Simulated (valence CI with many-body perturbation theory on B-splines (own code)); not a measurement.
Energy levels of Re LXI

Computed by relativistic CI+MBPT: five valence electrons over a frozen Dirac-Fock core [Ne], a basis of 11 s, 11 p, 10 d, 8 f, 5 g, 2 h functions for each j, with the one-electron correlation potential Σ1, the two-electron term Σ2, the three-electron term Σ3, Breit, model QED; selected CI, second order for the rest, scaled by the run's own slope (own B-spline code, finite nucleus).

The last digits are not significant, and no measured levels were compared; by estimate large intervals hold to a few tenths of a per cent, small ones and those within an open d or f shell to about a per cent. Among the levels kept, up to 3100 cm⁻¹ of a level comes from second order outside the variational space, and about a tenth of that is noise between levels of different J, which matters for small intervals.

Levels 1 to 45 of 169, with energies above the lowest level, (3s^2 3p1/2^2 3p3/2) J=3/2. "Leading %" is the weight of the configuration and term that name the level; weights of strongly mixed levels are sums over their largest components and can fall short. In the jj column 3d3/2^4 stands for four electrons in 3d with j = 3/2. Lifetimes count E1, E2, E3, M1 and M2 decay at the calculated energies, and are blank where another channel may lead or the interval is too uncertain; long ones can be off by a factor of two.

```csv
No.,Configuration,Term,J,E (Ry),Leading %,Lifetime,Second component,Leading jj
1,3s2.3p3,2P°,3/2,0.000,48,,27 % 3s2.3p3 2D°,3s^2 3p1/2^2 3p3/2 (99 %)
2,3s2.3p2.3d,2D,3/2,17.174,41,76.9 ps,34 % 3s2.3p2.3d 4F,3s^2 3p1/2^2 3d3/2 (99 %)
3,3s2.3p2.3d,2D,5/2,24.522,33,3.94 ps,20 % 3s2.3p2.3d 4D,3s^2 3p1/2^2 3d5/2 (98 %)
4,3s2.3p3,4S°,3/2,26.809,55,2.13 ns,44 % 3s2.3p3 2D°,3s^2 3p1/2 3p3/2^2 (99 %)
5,3s2.3p3,2D°,5/2,27.688,99,5.85 ns,,3s^2 3p1/2 3p3/2^2 (99 %)
6,3s2.3p3,2P°,1/2,28.838,99,3.62 ns,,3s^2 3p1/2 3p3/2^2 (99 %)
7,3s.3p4,4P,5/2,39.908,66,2.58 ps,27 % 3s.3p4 2D,3s 3p1/2^2 3p3/2^2 (93 %)
8,3s.3p4,2P,3/2,42.120,33,1.00e+03 fs,24 % 3s.3p4 2D,3s 3p1/2^2 3p3/2^2 (67 %)
9,3s.3p4,2S,1/2,42.278,54,1.31 ps,24 % 3s.3p4 4P,3s 3p1/2^2 3p3/2^2 (84 %)
10,3s2.3p2.3d,4F,5/2,43.786,47,110 ps,45 % 3s2.3p2.3d 2F,3s^2 3p1/2 3p3/2 3d3/2 (98 %)
11,3s2.3p2.3d,4D,1/2,44.035,80,84.2 ps,14 % 3s2.3p2.3d 2P,3s^2 3p1/2 3p3/2 3d3/2 (99 %)
12,3s2.3p2.3d,4F,3/2,44.057,32,3.15 ps,28 % 3s2.3p2.3d 4D,3s^2 3p1/2 3p3/2 3d3/2 (91 %)
13,3s2.3p2.3d,2G,7/2,44.706,53,743 ps,26 % 3s2.3p2.3d 2F,3s^2 3p1/2 3p3/2 3d3/2 (98 %)
14,3s2.3p2.3d,2D,5/2,46.932,36,287 fs,24 % 3s2.3p2.3d 2F,3s^2 3p1/2 3p3/2 3d3/2 (94 %)
15,3s2.3p2.3d,2P,1/2,47.706,38,214 fs,30 % 3s2.3p2.3d 4P,3s^2 3p1/2 3p3/2 3d3/2 (87 %)
16,3s2.3p2.3d,2D,3/2,47.767,26,150 fs,22 % 3s2.3p2.3d 4P,3s^2 3p1/2 3p3/2 3d3/2 (76 %)
17,3s2.3p2.3d,4D,7/2,50.166,47,737 ps,37 % 3s2.3p2.3d 4F,3s^2 3p1/2 3p3/2 3d5/2 (100 %)
18,3s2.3p2.3d,2P,3/2,51.111,45,4.52 ps,23 % 3s2.3p2.3d 4P,3s^2 3p1/2 3p3/2 3d5/2 (97 %)
19,3s2.3p2.3d,2G,9/2,51.131,63,119 ns,37 % 3s2.3p2.3d 4F,3s^2 3p1/2 3p3/2 3d5/2 (99 %)
20,3s2.3p2.3d,2F,5/2,51.372,37,5.42 ps,25 % 3s2.3p2.3d 2D,3s^2 3p1/2 3p3/2 3d5/2 (97 %)
21,3s2.3p2.3d,2D,5/2,52.866,41,1.30 ps,36 % 3s2.3p2.3d 4P,3s^2 3p1/2 3p3/2 3d5/2 (95 %)
22,3s2.3p2.3d,2F,7/2,52.972,63,1.96 ps,17 % 3s2.3p2.3d 4F,3s^2 3p1/2 3p3/2 3d5/2 (97 %)
23,3s2.3p2.3d,2D,3/2,53.620,60,2.57 ps,22 % 3s2.3p2.3d 2P,3s^2 3p1/2 3p3/2 3d5/2 (98 %)
24,3s2.3p2.3d,2P,1/2,53.907,54,1.82 ps,36 % 3s2.3p2.3d 2S,3s^2 3p1/2 3p3/2 3d5/2 (96 %)
25,3s2.3p3,2P°,3/2,55.782,51,440 ps,28 % 3s2.3p3 2D°,3s^2 3p3/2^3 (98 %)
26,3s.3p3.3d,4D°,5/2,56.766,29,22.4 ps,19 % 3s.3p3.3d 6D°,3s 3p1/2^2 3p3/2 3d3/2 (96 %)
27,3s.3p3.3d,4D°,3/2,56.926,27,9.45 ps,22 % 3s.3p3.3d 6D°,3s 3p1/2^2 3p3/2 3d3/2 (96 %)
28,3s.3p3.3d,4P°,1/2,57.095,46,22.7 ps,28 % 3s.3p3.3d 6D°,3s 3p1/2^2 3p3/2 3d3/2 (97 %)
29,3s.3p3.3d,4F°,7/2,57.566,23,21.3 ps,17 % 3s.3p3.3d 2F°,3s 3p1/2^2 3p3/2 3d3/2 (94 %)
30,3s.3p3.3d,2D°,3/2,58.938,28,1.34 ps,11 % 3s.3p3.3d 4F°,3s 3p1/2^2 3p3/2 3d3/2 (83 %)
31,3s.3p3.3d,2F°,5/2,59.747,21,771 fs,20 % 3s.3p3.3d 4G°,3s 3p1/2^2 3p3/2 3d3/2 (77 %)
32,3s.3p3.3d,4D°,1/2,60.085,42,652 fs,25 % 3s.3p3.3d 2P°,3s 3p1/2^2 3p3/2 3d3/2 (87 %)
33,3s2.3p.3d2,4G°,5/2,62.028,41,441 fs,28 % 3s2.3p.3d2 2F°,3s^2 3p1/2 3d3/2^2 (77 %)
34,3s.3p3.3d,4F°,9/2,63.174,49,25.5 ps,29 % 3s.3p3.3d 6D°,3s 3p1/2^2 3p3/2 3d5/2 (98 %)
35,3s.3p3.3d,4D°,5/2,64.435,30,2.22 ps,20 % 3s.3p3.3d 4P°,3s 3p1/2^2 3p3/2 3d5/2 (96 %)
36,3s.3p3.3d,4D°,7/2,64.992,31,2.68 ps,23 % 3s.3p3.3d 2F°,3s 3p1/2^2 3p3/2 3d5/2 (91 %)
37,3s.3p3.3d,2D°,3/2,65.049,16,581 fs,14 % 3s.3p3.3d 4D°,3s 3p1/2^2 3p3/2 3d5/2 (70 %)
38,3s2.3p.3d2,2P°,1/2,65.187,39,228 fs,36 % 3s2.3p.3d2 4D°,3s^2 3p1/2 3d3/2^2 (87 %)
39,3s2.3p.3d2,4F°,3/2,65.620,25,174 fs,22 % 3s2.3p.3d2 2D°,3s^2 3p1/2 3d3/2^2 (58 %)
40,3s.3p3.3d,2F°,7/2,66.266,28,747 fs,16 % 3s.3p3.3d 4D°,3s 3p1/2^2 3p3/2 3d5/2 (88 %)
41,3s.3p3.3d,2P°,1/2,66.943,47,2.54 ps,34 % 3s.3p3.3d 4D°,3s 3p1/2^2 3p3/2 3d5/2 (96 %)
42,3s.3p3.3d,2F°,5/2,67.313,20,876 fs,17 % 3s.3p3.3d 2D°,3s 3p1/2^2 3p3/2 3d5/2 (79 %)
43,3s.3p3.3d,2P°,3/2,67.470,26,781 fs,18 % 3s.3p3.3d 4D°,3s 3p1/2^2 3p3/2 3d5/2 (84 %)
44,3s.3p4,4P,3/2,67.509,70,783 fs,16 % 3s.3p4 2D,3s 3p1/2 3p3/2^3 (87 %)
45,3s2.3p.3d2,4G°,7/2,68.545,54,2.58 ps,14 % 3s2.3p.3d2 2G°,3s^2 3p1/2 3d3/2 3d5/2 (96 %)
```

The ionisation energy to 3s2.3p2 3P_0 of the next ion comes out as 6303.3 eV (NIST: 6300 ± 10 eV (theoretical)). All 169 levels together are meant to be complete up to 104.371 Ry.
